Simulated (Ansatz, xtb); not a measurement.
## Relative energy of two isomers of C5H8Cl2O

Structure a: `CC(=O)[C@@H](C)C(Cl)Cl`, a singlet. Structure b: `C/C(O)=C(/C)C(Cl)Cl`, a singlet. Both are isolated molecules in the gas phase, relaxed with r2SCAN-D4/def2-SVP, each in the lowest conformer that the search found.

a (Å):

```xyz
16

C    -1.3810   -0.3738    0.7736
C    -0.3413   -0.7834   -0.2302
C     1.0567   -0.1475   -0.0802
C     2.0462   -1.2531    0.2966
C     1.3988    0.5122   -1.4087
Cl    3.0541    1.1943   -1.4261
Cl    0.1952    1.8062   -1.7675
O    -0.5439   -1.5824   -1.1182
H    -2.3024   -0.9533    0.6329
H    -1.5865    0.7018    0.6391
H    -0.9988   -0.4967    1.8004
H     1.0415    0.6377    0.6949
H     1.7427   -1.7296    1.2418
H     3.0591   -0.8462    0.4225
H     2.0607   -2.0285   -0.4849
H     1.3295   -0.2089   -2.2346
```

b (Å):

```json
{"atom": "C", "x (Å)": "-2.7405", "y (Å)": "-0.8405", "z (Å)": "1.0879"}
{"atom": "C", "x (Å)": "-1.4068", "y (Å)": "-0.1775", "z (Å)": "0.9914"}
{"atom": "C", "x (Å)": "-0.1966", "y (Å)": "-0.7391", "z (Å)": "0.7231"}
{"atom": "C", "x (Å)": "1.0542", "y (Å)": "0.0960", "z (Å)": "0.6371"}
{"atom": "C", "x (Å)": "-0.0477", "y (Å)": "-2.1968", "z (Å)": "0.5462"}
{"atom": "Cl", "x (Å)": "1.1181", "y (Å)": "-2.8894", "z (Å)": "1.7579"}
{"atom": "Cl", "x (Å)": "0.5450", "y (Å)": "-2.6200", "z (Å)": "-1.1239"}
{"atom": "O", "x (Å)": "-1.5345", "y (Å)": "1.1544", "z (Å)": "1.2069"}
{"atom": "H", "x (Å)": "-3.4392", "y (Å)": "-0.3420", "z (Å)": "0.3970"}
{"atom": "H", "x (Å)": "-3.1489", "y (Å)": "-0.7094", "z (Å)": "2.1032"}
{"atom": "H", "x (Å)": "-2.7182", "y (Å)": "-1.9090", "z (Å)": "0.8494"}
{"atom": "H", "x (Å)": "-0.6572", "y (Å)": "1.5634", "z (Å)": "1.1728"}
{"atom": "H", "x (Å)": "1.4881", "y (Å)": "0.3087", "z (Å)": "1.6303"}
{"atom": "H", "x (Å)": "0.8796", "y (Å)": "1.0555", "z (Å)": "0.1186"}
{"atom": "H", "x (Å)": "1.8213", "y (Å)": "-0.4341", "z (Å)": "0.0542"}
{"atom": "H", "x (Å)": "-0.9738", "y (Å)": "-2.7624", "z (Å)": "0.6774"}
```

Quicker runs give these differences E(b) − E(a): GFN2-xTB +18.9 kJ/mol; HF/STO-3G +60.6 kJ/mol (at GFN2-xTB geometries); r2SCAN-D4/def2-SVP//GFN2-xTB +41.7 kJ/mol.

Task: Estimate E(b) − E(a) at the level CCSD(T)/def2-SVP + ΔMP2/def2-TZVPP.

Result: Calculated at CCSD(T)/def2-SVP + ΔMP2/def2-TZVPP: E(b) − E(a) = +42.6 kJ/mol, so structure a lies lower.

How the difference moves with the method:

```tsv
level	geometry	E(b) − E(a) (kJ/mol)	departure from the last row (kJ/mol)	job, with rough time for the two
GFN2-xTB	GFN2-xTB	+18.9	−23.6	optimisation, 1.2 s
HF/STO-3G	GFN2-xTB	+60.6	+18.0	single point, 2.8 s
r2SCAN-D4/def2-SVP//GFN2-xTB	GFN2-xTB	+41.7	−0.8	single point, 16 s
r2SCAN-D4/def2-SVP	r2SCAN-D4/def2-SVP	+39.3	−3.3	optimisation, 8.2 min
HF/def2-SVP	r2SCAN-D4/def2-SVP	+61.4	+18.8	part of the CCSD(T) run
MP2/def2-SVP	r2SCAN-D4/def2-SVP	+57.0	+14.5	part of the CCSD(T) run
CCSD(T)/def2-SVP	r2SCAN-D4/def2-SVP	+58.8	+16.2	single point
CCSD(T)/def2-SVP + ΔMP2/def2-TZVPP	r2SCAN-D4/def2-SVP	+42.6		single point, 7.3 min
```

As drawn, b has 1 C–O, 1 C=C, 1 O–H in place of 1 C–C, 1 C=O, 1 C–H.

The levels shown agree on the order. The largest departure from CCSD(T)/def2-SVP + ΔMP2/def2-TZVPP is that of GFN2-xTB, 23.6 kJ/mol. The last row adds to CCSD(T) the change of the MP2 difference between the two basis sets, here −16.2 kJ/mol, a large step that makes the value less sure.

With thermal terms from frequencies at re-optimised GFN2-xTB minima (ideal gas, soft modes damped towards free rotors, one conformer each, 298.15 K, 1 atm): on the last row, ΔE + ΔZPE = +41.5, ΔH = +42.1, ΔG = +41.2 kJ/mol.

The correlated steps freeze 16 core orbitals. Mirror images aren't counted in ΔG. Programs: Ansatz 0.2.0, xtb 6.7.1; the last row on 2 threads of Intel(R) Xeon(R) Processor @ 2.50GHz (Skylake/Cascade Lake) on a shared host.
